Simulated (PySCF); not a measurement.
Ge(F)3(OH) (F3GeHO), SMILES [OH][Ge]([F])([F])[F]. Atoms are numbered in the order given.

```xyz
6

O      0.0757     1.7631     0.0000
Ge     0.0075     0.0092     0.0000
F     -0.8137    -0.6284    -1.3843
F      1.6248    -0.5817     0.0000
F     -0.8137    -0.6284     1.3843
H     -0.8220     2.1497     0.0000
```
Charge 0, spin multiplicity 1.

The structure is a stationary point at PBE-D3(BJ)/def2-SVP. The structure was generated by enumeration, and PubChem lists no compound with its InChIKey, so it may never have been made. The values are those of a single conformer.

Level of theory: B3LYP/def2-TZVP run with PySCF.

ESP charges are fitted to the potential on shells at 1.4 to 2.0 van der Waals radii. Atomic charges (e):

| atom | IAO | ESP fit |
|---|---|---|
| O1 | -0.72 | -0.60 |
| Ge2 | 1.83 | 1.07 |
| F3 | -0.50 | -0.31 |
| F4 | -0.49 | -0.26 |
| F5 | -0.50 | -0.31 |
| H6 | 0.38 | 0.41 |
